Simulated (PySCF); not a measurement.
# Ionisation energy of Fe⁵⁺ by level of theory

Fe⁵⁺ [Ar] 3d3 [3d3/2^3, M_J = 3/2] → Fe⁶⁺ [Ar] 3d2 [3d3/2^2, M_J = 2], as a difference of total energies. Calculation: PySCF 2.14, in an even-tempered Gaussian basis (18 s from 0.2 bohr⁻², ratio 2.8; 13 p from 0.26 bohr⁻², ratio 2.8; 9 d from 0.26 bohr⁻², ratio 2.8; 4 f from 1.1 bohr⁻², ratio 3); the two-component X2C-1e Hamiltonian. Correlated levels: [Ne] frozen; the 76 highest virtual spinors dropped. "Screened" scales the spin-orbit matrix elements by Boettger's factors to mimic the two-electron term; Breit and QED terms are absent.

```tsv
method	ionisation energy (eV)
GHF (screened spin-orbit)	98.252
GMP2 (screened spin-orbit)	98.918
```

**Question.** How much does correlation contribute at GMP2 (screened spin-orbit)?

**Answer.** 98.918 − (98.252) = 0.666 eV, measured against GHF (screened spin-orbit).

The labels give the starting determinants; with spin-orbit coupling the two ends relaxed to ⟨J²⟩ = 6.60, ⟨L²⟩ = 12.00, ⟨S²⟩ = 3.75 and ⟨J²⟩ = 7.59, ⟨L²⟩ = 11.98, ⟨S²⟩ = 1.99.

The determinant of Fe⁵⁺ and of Fe⁶⁺ mixes levels of different J (the jj label is only the starting occupation), so the difference between spin-free and spin-orbit rows is not the physical spin-orbit shift.

For comparison: 98.985 ± 0.015 eV (measured; NIST Atomic Spectra Database, ionization energies).
